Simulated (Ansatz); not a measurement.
A search over several starts for the lowest SCF solution of the cluster Ni₂Br₄ at the given spin, in a small basis.

```yaml
crystal:
  periodic: [false, false, false]
  atoms:
    - {symbol: Ni, position_ang: [-0.789316, -1.319287, 0.604914]}
    - {symbol: Ni, position_ang: [0.848923, 1.409173, -0.151757]}
    - {symbol: Br, position_ang: [-1.940643, -3.222097, 0.386370]}
    - {symbol: Br, position_ang: [-1.486898, 0.968789, 0.271991]}
    - {symbol: Br, position_ang: [1.814182, 3.031382, -1.347877]}
    - {symbol: Br, position_ang: [1.553761, -0.867961, 0.236350]}
basis:
  gaussian: {orbitals: def2-SVP, initial_orbitals: start.molden}
magnetization: {spin_polarized: true, initial_magnetization: 4}
hamiltonian: {xc: pbe0, dispersion: d4}
output: {orbitals: {seedname: orbitals}}
```

The file start.molden holds the orbitals of an earlier run on this structure, at another level or in another basis.

```sh
$ ansatz run in.yaml --threads 4 --pin off --events-out ev --progress --plain --max-ram 8704MiB
```

Shortened log:

```
Functional definition: PBE0
1876 factors; integrals over basis functions are off by at most 8.6e-4 eV
mean field evaluation 1: about -362188.5176 eV, gradient 2.3e-1 eV
mean field evaluation 2: about -362188.6317 eV, gradient 6.8e-4 eV
mean field evaluation 4: about -362188.6317 eV, gradient 2.0e-5 eV
mean field evaluation 8: about -362188.6317 eV, gradient 5.7e-6 eV
mean field evaluation 16: about -362188.3904 eV, gradient 1.8e0 eV
mean field evaluation 32: about -362188.5911 eV, gradient 2.4e-1 eV
mean field -362188.63172604 eV, -13310.1867156598 hartree, gradient 5.7e-6 eV, S^2 6.007655; 7 other end points of the search recorded, 0 dependent functions left out
reference -362188.63177134 eV, -13310.1867173247 hartree; 100, 96 occupied and 90, 94 virtual orbitals, 1876 factors
Total energy: -362188.93779963 eV, -13310.1979636570 hartree
```

Run time 48 s (4 threads of Intel Xeon Platinum 8559C on a shared host), peak host memory 1.7 GiB.

Another isomer (singlet) lies 0.05 eV lower at PBE0-D4/def2-TZVP.
